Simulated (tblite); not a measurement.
Task: Give a GFN2-xTB geometry of `CO[SiH2][Si@H](F)OC[SiH3]`.

Result: 
Z-matrix in Å and degrees, rows numbered from 1:
```
C 
O   1  1.3939
Si  2  1.6229  1  127.13
Si  3  2.2634  2   99.93  1   179.54
F   4  1.6270  3  112.89  2   -88.29
O   4  1.6146  3  100.05  2   159.43
C   6  1.4197  4  127.84  3   165.16
Si  7  1.9023  6  106.01  4  -163.88
H   1  1.0901  2  108.45  3   174.46
H   1  1.0918  2  110.67  3    54.44
H   1  1.0918  2  110.46  3   -65.72
H   3  1.4759  2  109.94  1   -57.30
H   3  1.4789  2  110.36  1    55.63
H   4  1.4658  3  125.79  2    31.80
H   7  1.0935  6  108.85  4    74.47
H   7  1.0926  6  109.23  4   -41.98
H   8  1.4629  7  108.46  6   -62.18
H   8  1.4615  7  108.54  6    57.51
H   8  1.4660  7  108.53  6   177.99
```

Si8 (SiH3 silicon) is tetrahedral (angles from 108.5° to 110.8°). Si4 (fluorine-bound silicon) has angles from 98.5° to 125.8°. O2 (silyl ether oxygen) is bent (angle 127.1°). Si3 (oxygen-bound silicon) is distorted tetrahedral (angles from 99.9° to 117.1°).

The geometry is computed with GFN2-xTB (gas phase).

Point group: C1 (no symmetry element, even within 0.4 Å). Its GFN2-xTB frequencies are all real (lowest 21 cm⁻¹). One conformer, not necessarily the lowest (C1–O2–Si3–Si4 180°, O2–Si3–Si4–F5 -88°, Si3–Si4–O6–C7 165°, Si4–O6–C7–Si8 -164°).
